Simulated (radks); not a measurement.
Task: All-electron atom: Br27+ in [He] 2s2 2p4 (the NIST ground configuration). All-electron calculation, Dirac Kohn-Sham, BLYP, spin-unpolarised, spherical densities, point nucleus; open shells are shared between the two j in proportion to 2j + 1. Program: a radial shooting solver on a logarithmic mesh with Libxc functionals. Some entries of the table are withheld. Estimate them.

| orbital | occ. | eigenvalue (eV) | r(max) (bohr) | <r> (bohr) |
|---|---|---|---|---|
| 1s1/2 | 2 | -14912.23 | 0.02789 | 0.04265 |
| 2s1/2 | 2 | (1) | 0.1557 | 0.1818 |
| 2p1/2 | 1.33333 | -3001.201 | 0.1214 | 0.1549 |
| 2p3/2 | 2.66667 | -2948.523 | 0.1245 | 0.1584 |
| 3s1/2 | 0 | -1294.674 | 0.4184 | 0.4413 |
| 3p1/2 | 0 | (2) | (3) | (4) |
| 3p3/2 | 0 | (5) | (6) | (7) |

Result: 
(1) 2s1/2 eigenvalue (eV): -3134.714
(2) 3p1/2 eigenvalue (eV): -1248.932
(3) 3p1/2 r(max) (bohr): 0.3951
(4) 3p1/2 <r> (bohr): 0.4208
(5) 3p3/2 eigenvalue (eV): -1235.779
(6) 3p3/2 r(max) (bohr): 0.4007
(7) 3p3/2 <r> (bohr): 0.4260
